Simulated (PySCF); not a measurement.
## Computed spin Hamiltonian

Compound: C₃H₁₀N₃Si₂ (doublet state).
SMILES with atom numbers: `[NH2:1][CH2:2][C:3]#[C:4][Si:5]([NH2:6])[SiH2:7][NH2:8]` (hydrogens: H9, H10 on N1; H11, H12 on C2; H13, H14 on N6; H15, H16 on Si7; H17, H18 on N8)

Structure used (GFN2-xTB), in Å, numbered top down from 1:
```
atom  x, y, z in Å
N1     3.8326    0.3330   -1.2041
C2     3.2001   -0.8158   -0.5601
C3     1.7529   -0.6906   -0.6097
C4     0.5499   -0.5717   -0.5900
Si5   -1.2530   -0.2395   -0.7960
N6    -1.9171   -1.8457   -0.9143
Si7   -2.2602    0.9261    0.8917
N8    -3.1999    2.0892    0.0202
H9     3.5133    1.1946   -0.7737
H10    4.8407    0.2806   -1.1029
H11    3.5034   -0.9470    0.4973
H12    3.5032   -1.7142   -1.1116
H13   -1.3559   -2.5906   -1.2922
H14   -2.8849   -1.9794   -1.1556
H15   -1.3132    1.7469    1.6537
H16   -3.0581    0.2003    1.9053
H17   -3.8613    1.7759   -0.6718
H18   -3.6011    2.8542    0.5372
```

The hyperfine couplings belong to this conformer and change with its torsions.

Computed, not measured: UKS B3LYP, pcH-1 on C H N Si, non-relativistic, mean-field spin-orbit, GIAO (PySCF). Isolated species at its GFN2-xTB geometry (one conformer only). GFN2-xTB frequencies show an imaginary mode (23i cm⁻¹), so this geometry is no minimum at that level. The geometry wasn't refined by DFT: couplings that depend on bond lengths, twists or pyramidal angles can differ widely from those at the functional's own minimum, by a factor of two or more for some ions and for spin on atoms past the first row. No stability test was run, so a lower SCF solution isn't excluded.

| Item | Value |
| --- | --- |
| g1, g2, g3 | 2.00189, 2.00242, 2.00290 |
| g_iso | 2.00240 |
| Form of g | rhombic: the two nearest values differ by 48 % of g3 − g1 |
| ⟨S²⟩ | 0.7543 (exact 0.7500) |
| α and β electrons | 39, 38 |
| HOMO–LUMO gap, α and β orbitals | 4.22, 4.31 eV |
| Basis functions | 320 |

Hyperfine couplings atom by atom, in MHz; T1 to T3 are the principal values of the dipolar part:

| atom | isotope | a_iso | of which spin–orbit | T1 | T2 | T3 | Mulliken spin population |
| --- | --- | --- | --- | --- | --- | --- | --- |
| N1 | 14N | 2.6 | 0.0 | -0.2 | -0.2 | 0.4 | 0.00 |
| C2 | 13C | -3.8 | 0.0 | -0.3 | -0.1 | 0.4 | -0.01 |
| C3 | 13C | 11.7 | -0.1 | -10.1 | -9.2 | 19.3 | 0.13 |
| C4 | 13C | 17.0 | 0.0 | -7.0 | -0.6 | 7.6 | -0.07 |
| Si5 | 29Si | -454.6 | 0.8 | -127.6 | 61.6 | 66.0 | 0.70 |
| N6 | 14N | 6.0 | 0.0 | -9.5 | -9.2 | 18.7 | 0.15 |
| Si7 | 29Si | -118.0 | 0.2 | -27.0 | 13.1 | 13.9 | 0.08 |
| N8 | 14N | 1.7 | 0.0 | -0.2 | -0.1 | 0.3 | 0.00 |
| H9 | 1H | -0.3 | 0.0 | -1.0 | -0.4 | 1.3 | 0.00 |
| H10 | 1H | 1.3 | 0.0 | -0.6 | -0.4 | 1.0 | 0.00 |
| H11 | 1H | 12.5 | 0.0 | -1.1 | -0.8 | 1.9 | 0.01 |
| H12 | 1H | 1.5 | 0.0 | -1.0 | -0.8 | 1.8 | 0.00 |
| H13 | 1H | -13.4 | 0.0 | -11.5 | -2.9 | 14.3 | -0.01 |
| H14 | 1H | -7.7 | 0.0 | -10.9 | -4.1 | 15.0 | 0.00 |
| H15 | 1H | 14.2 | 0.0 | -2.5 | -0.9 | 3.4 | 0.01 |
| H16 | 1H | 25.9 | 0.0 | -2.7 | -0.6 | 3.3 | 0.01 |
| H17 | 1H | 0.3 | 0.0 | -2.0 | -1.6 | 3.6 | 0.00 |
| H18 | 1H | -2.2 | 0.0 | -1.3 | -0.5 | 1.8 | 0.00 |

The Mulliken spin populations are largest on Si5 (+0.70), N6 (+0.15), C3 (+0.13) and Si7 (+0.08). The positive populations add up to 1.10 and the negative ones to -0.10, together 2S = 1. The angles at Si5 add up to 329.1°, so it is pyramidal.

Axes: g1 points within 9° of the N6–H13 bond.

Under fast tumbling the dipolar parts average out, and these isotropic splittings remain (the largest six): 2 × 1H (H15/H16, I = 1/2, 3 lines) with 0.71 mT, 1 × 1H (H13, I = 1/2, 2 lines) with 0.48 mT, 1 × 1H (H14, I = 1/2, 2 lines) with 0.28 mT, 2 × 1H (H11/H12, I = 1/2, 3 lines) with 0.25 mT, 1 × 14N (N6, I = 1, 3 lines) with 0.21 mT and 1 × 14N (N1, I = 1, 3 lines) with 0.09 mT.

Class means assume fast exchange of nuclei equivalent by connectivity; if that motion is slow, each nucleus keeps its own coupling. H13 and H14 aren't averaged: N6 is flat or nearly so (angle sum 350°), and its turn about the short N6–Si5 bond (1.74 Å) is taken as slow. The 1H value of +20.0 MHz is a mean of couplings from 14.2 to 25.9 MHz in this one geometry, not an average over conformers. The 1H value of +7.0 MHz is a mean of couplings from 1.5 to 12.5 MHz in this one geometry, not an average over conformers.

The 13C coupling of C4 (17.0 MHz) shows only in satellite lines or after enrichment, since that isotope makes up about 1.07 % of natural carbon.

The 29Si coupling of Si5 (-454.6 MHz) shows only in satellite lines or after enrichment, since that isotope makes up about 4.7 % of natural silicon.

Hardware: an AMD EPYC 7B13 with one thread, on a shared host. Cost: 1.7 min (grids of density and orbitals included), 1.1 GiB resident at most.
